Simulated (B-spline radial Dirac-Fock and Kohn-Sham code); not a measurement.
Atomic SCF run for Ba⁵⁺

ΔSCF core binding energies without Breit or QED terms, calculated with a radial atomic solver. Keys: rel is the Hamiltonian (dirac, or spin-free x2c and nr, where L3 and M5 stand for the whole 2p and 3d shells), method is hf or an exchange,correlation pair (spin-unpolarised, also for the hole states), nuc the nuclear model, radius_factor scales its radius, rmax is the box in bohr, h the logarithmic mesh step, order the B-spline order, points the quadrature points per cell, c_factor scales the speed of light, and damp, ndamp, maxit and tol steer the iteration. The run stops when the commutator error falls below 10·tol·max(1, Z/10), or the numerical noise floor, and the energy has settled to about 1e-8 Ha; the virial ratio is −V/T.

Input (task.json):

```json
{"items": [{"Z": 56, "q": 5, "cfg": [[1, 0, 2], [2, 0, 2], [2, 1, 6], [3, 0, 2], [3, 1, 6], [3, 2, 10], [4, 0, 2], [4, 1, 6], [4, 2, 10], [5, 0, 2], [5, 1, 3]], "A": 138, "rrms": 4.8378, "do": "settings", "holes": ["K", "L3", "M5"],
  "settings": [{"rel": "dirac", "method": "hf", "nuc": "fermi", "radius_factor": 1.0, "rmax": 45.0, "h": 0.3, "order": 3, "points": 10, "c_factor": 1.0, "maxit": 97, "damp": 0.5, "ndamp": 3, "tol": 1e-08}]}]}
```

Command: `python xray2_run.py task.json out`

Ground-state iterations:

```
iter   energy (Ha)        error
   1    -8109.10330411  1.92e+00
   2    -8124.71691985  6.59e-01
   3    -8128.55642437  1.89e-01
   4    -8128.89535086  5.78e-02
   5    -8128.92617327  2.13e-02
   6    -8128.93139160  1.48e-03
   7    -8128.93142093  4.95e-04
   8    -8128.93142266  3.82e-05
   9    -8128.93142267  1.56e-06
  10    -8128.93142267  1.03e-07
```

The ground state converged in 10 iterations, with total energy -8128.93142 Ha, virial ratio 1.93678 and highest orbital energy -71.07 eV. ΔSCF binding energies: K (1s) 37644.7 eV, L3 (2p3/2) 5325.9 eV, M5 (3d5/2) 848.8 eV.

Question: One setting is unsound. Which, and why?

Answer: order is too low for an accurate radial basis. With the default settings (Dirac Hartree-Fock): The ground state converged in 10 iterations, with total energy -8129.93830 Ha, virial ratio 1.93678 and highest orbital energy -71.13 eV. ΔSCF binding energies: K (1s) 37645.4 eV, L3 (2p3/2) 5325.0 eV, M5 (3d5/2) 847.9 eV.
